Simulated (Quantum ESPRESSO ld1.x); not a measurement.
All-electron atom: Tl2+ in [Xe] 4f14 5d10 6s1. Method: scalar-relativistic Kohn-Sham, PBEsol, spin-unpolarised, spherical densities, point nucleus; computed with ld1.x of Quantum ESPRESSO 7.5. Some entries of the table are withheld. Estimate them.

orbital  occ.  eigenvalue (eV)  <r> (bohr)  r(max) (bohr)
1s          2         -85627.1     0.01631        0.01003
2s          2         -15260.7     0.06875        0.05814
2p          6         -13127.2     0.06236        0.04833
3s          2         -3656.06         (1)         0.1639
3p          6         -3042.19      0.1793         0.1638
3d         10         -2406.61      0.1625            (2)
4s          2         -829.575      0.3917         0.3689
4p          6         -628.386      0.4177         0.3891
4d         10         -392.783      0.4399         0.3955
5s          2         -148.971      0.8767         0.8074
4f         14         -132.009      0.4677         0.3578
5p          6         -94.0334       1.007         0.9043
5d         10         -33.1922         (3)          1.114
6s          1         -25.4247       2.263            (4)

Answer. 
(1) 3s <r> (bohr): 0.1776
(2) 3d r(max) (bohr): 0.1334
(3) 5d <r> (bohr): 1.362
(4) 6s r(max) (bohr): 1.992
